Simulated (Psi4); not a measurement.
I₅Ta (SMILES [I][Ta]([I])([I])([I])[I]), singlet, geometry from GFN2-xTB (such geometries of metal compounds can be far from the true shape) (core potentials on I, Ta); PBE0/def2-TZVP (Psi4 1.11).

Here is a job for Psi4.
```
memory 2 GB

molecule {
0 1
Ta   -0.00000000    0.00000000    0.00000000
I     2.27791408   -0.44897884   -1.43791736
I     1.22160212   -1.05529514    2.26474062
I    -1.22160212    1.05529514   -2.26474062
I    -1.92808836   -1.92888965    0.14121218
I    -0.34982572    2.37786848    1.29670518
}

set {
  basis def2-tzvp
}

energy('pbe0')
print_variables()
```

Task: What does Psi4 print? Leave out banner, timings and long lists.

Result: 
```
   => Loading Basis Set <=

    Name: DEF2-TZVP
    Role: ORBITAL
    Keyword: BASIS

    !!!  WARNING: ECP capability is in beta. Please check occupations closely.  !!!

         ---------------------------------------------------------
                                   SCF
               by Justin Turney, Rob Parrish, Andy Simmonett
                          and Daniel G. A. Smith
                              RKS Reference
         ---------------------------------------------------------

  ==> Geometry <==

    Molecular point group: c2v
    Full point group: D1h

    Geometry (in Angstrom), charge = 0, multiplicity = 1:

       Center              X                  Y                   Z               Mass
    ------------   -----------------  -----------------  -----------------  -----------------
         TA           0.000000000000     0.000000000000     0.000000001099   180.947995800000
         I            2.365070964230     0.000000000000     1.365474355220   126.904471900000
         I            0.000000000000    -2.781188531541     0.000000001099   126.904471900000
         I           -0.000000000000     2.781188531541     0.000000001099   126.904471900000
         I            0.000000000000     0.000000000000    -2.730948714206   126.904471900000
         I           -2.365070964230    -0.000000000000     1.365474355220   126.904471900000

  Running in c2v symmetry.

  Rotational constants: A =      0.00594  B =      0.00498  C =      0.00498 [cm^-1]
  Rotational constants: A =    177.98849  B =    149.39178  C =    149.39178 [MHz]
  Nuclear repulsion = 1090.931244071750825

  Charge       = 0
  Multiplicity = 1
  Electrons    = 138
  Nalpha       = 69
  Nbeta        = 69

  ==> Algorithm <==

  SCF Algorithm Type is DF.
  DIIS enabled.
  MOM disabled.
  Fractional occupation disabled.
  Guess Type is SAD.
  Energy threshold   = 1.00e-06
  Density threshold  = 1.00e-06
  Integral threshold = 1.00e-12

  ==> Primary Basis <==

  Basis Set: DEF2-TZVP
    Blend: DEF2-TZVP
    Number of shells: 94
    Number of basis functions: 290
    Number of Cartesian functions: 341
    Spherical Harmonics?: true
    Max angular momentum: 3

  Core potential: DEF2-TZVP
    Number of shells: 24
    Number of ECP primitives: 155
    Number of ECP core electrons: 200
    Max angular momentum: 3

  ==> DFT Potential <==

   => LibXC <=

    Version 7.1.2
[...]
   @DF-RKS iter   7: -1545.87339557458290   -2.36389e-03   8.40856e-05 DIIS
   @DF-RKS iter   8: -1545.87341963870790   -2.40641e-05   5.39209e-05 DIIS
   @DF-RKS iter   9: -1545.87345309866282   -3.34600e-05   9.89575e-06 DIIS
   @DF-RKS iter  10: -1545.87345436098235   -1.26232e-06   5.14220e-06 DIIS
   @DF-RKS iter  11: -1545.87345470797209   -3.46990e-07   6.00250e-07 DIIS
  Energy and wave function converged.

  ==> Post-Iterations <==

   Electrons on quadrature grid:
      Ntotal   =  138.0000211103 ; deviation = 2.111e-05

    Orbital Energies [Eh]
    ---------------------

    Doubly Occupied:

[...]
    Virtual:

[...]
    Final Occupation by Irrep:
             A1    A2    B1    B2
    DOCC [    26,    9,   17,   17 ]
    NA   [    26,    9,   17,   17 ]
    NB   [    26,    9,   17,   17 ]

  @DF-RKS Final Energy: -1545.87345470797209

   => Energetics <=

    Nuclear Repulsion Energy =           1090.9312440717508252
    One-Electron Energy =               -4864.2865844107200246
    Two-Electron Energy =                2317.3998699951421258
    DFT Exchange-Correlation Energy =     -89.9179843641449139
    Empirical Dispersion Energy =           0.0000000000000000
    VV10 Nonlocal Energy =                  0.0000000000000000
    Total Energy =                      -1545.8734547079720869

Computation Completed

Properties will be evaluated at   0.000000,   0.000000,   0.000000 [a0]

Properties computed using the SCF density matrix

 Multipole Moments:

 ------------------------------------------------------------------------------------
     Multipole            Electronic (a.u.)      Nuclear  (a.u.)        Total (a.u.)
 ------------------------------------------------------------------------------------

 L = 1.  Multiply by 2.5417464519 to convert [e a0] to [Debye]
 Dipole X            :          0.0000000            0.0000000            0.0000000
 Dipole Y            :          0.0000000           -0.0000000           -0.0000000
 Dipole Z            :          0.0002957           -0.0000000            0.0002957
 Magnitude           :                                                    0.0002957

 ------------------------------------------------------------------------------------

  Variable Map:
  ----------------------------------------------------------------------------
[...]
  Array Variable Map:
  ----------------------------------------------------------------------------
[...]
[...]
```
